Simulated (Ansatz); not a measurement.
Ansatz (a first-principles code) input (PBE/6-311+G**): The .json file is the Basis Set Exchange's 6-311+G**.

Ansatz 0.2 input:
```yaml
crystal:
  periodic: [false, false, false]
  atoms:
    - {symbol: O, position_ang: [-0.55277600, -1.60874600, -0.55111700]}
    - {symbol: Si, position_ang: [-0.34115300, -0.13499500, 0.13456900]}
    - {symbol: O, position_ang: [-1.62256900, 0.82745900, -0.22466600]}
    - {symbol: O, position_ang: [-0.33253200, -0.18062200, 1.78717500]}
    - {symbol: Si, position_ang: [1.64020700, 0.65081100, -0.80370800]}
    - {symbol: H, position_ang: [-1.40426600, -2.04341700, -0.44067800]}
    - {symbol: H, position_ang: [-1.92868900, 1.41697700, 0.47008300]}
    - {symbol: H, position_ang: [0.38836800, -0.64258700, 2.22301300]}
    - {symbol: H, position_ang: [2.80055100, -0.26427500, -0.64625600]}
    - {symbol: H, position_ang: [2.02029300, 2.00715200, -0.32934000]}
basis:
  gaussian:
    orbitals: 6-311+G__.json
hamiltonian:
  xc: {name: PBE}
magnetization: {spin_polarized: true, initial_magnetization: 1}
output: {forces: true}
```

Output:

```
Functional definition: PBE
integrals: 0.10 GiB planned
1262 factors; their error is unknown
mean field: 0.69 GiB planned
mean field evaluation 1: about -21950.8682 eV, gradient 7.4e1 eV
mean field evaluation 2: about -21846.1171 eV, gradient 1.7e2 eV
mean field evaluation 4: about -21967.4426 eV, gradient 1.2e1 eV
mean field evaluation 8: about -21968.1653 eV, gradient 1.9e-1 eV
mean field evaluation 16: about -21968.1206 eV, gradient 5.3e-4 eV
mean field -21968.12061255 eV, -807.3135419844 hartree, gradient 1.9e-5 eV, S^2 0.753098; 0 other end points of the search recorded, 0 dependent functions left out
the calculation of the forces begins
reference -21968.12068084 eV, -807.3135444937 hartree; 29, 28 occupied and 129, 130 virtual orbitals, 1262 factors
Total energy: -21968.12068084 eV, -807.3135444937 hartree
Atom 0 at    -0.552776    -1.608746    -0.551117 Å, force     0.209073    -0.525763    -0.372754 eV/Å
Atom 1 at    -0.341153    -0.134995     0.134569 Å, force     0.676058     0.275221    -0.330190 eV/Å
Atom 2 at    -1.622569     0.827459    -0.224666 Å, force    -0.507346     0.198993    -0.395826 eV/Å
Atom 3 at    -0.332532    -0.180622     1.787175 Å, force    -0.285844     0.161617     0.623928 eV/Å
Atom 4 at     1.640207     0.650811    -0.803708 Å, force    -0.171761    -0.063136    -0.132324 eV/Å
Atom 5 at    -1.404266    -2.043417    -0.440678 Å, force    -0.343170    -0.208840     0.024148 eV/Å
Atom 6 at    -1.928689     1.416977     0.470083 Å, force    -0.146533     0.263811     0.264755 eV/Å
Atom 7 at     0.388368    -0.642587     2.223013 Å, force     0.285682    -0.187065     0.229119 eV/Å
Atom 8 at     2.800551    -0.264275    -0.646256 Å, force     0.224832    -0.178063     0.011075 eV/Å
Atom 9 at     2.020293     2.007152    -0.329340 Å, force     0.059009     0.263224     0.078069 eV/Å
Dipole moment:    -0.047131    -0.072038     0.353346 e Å
```

The geometry given is a B3LYP-D3(BJ)/def2-TZVP minimum.
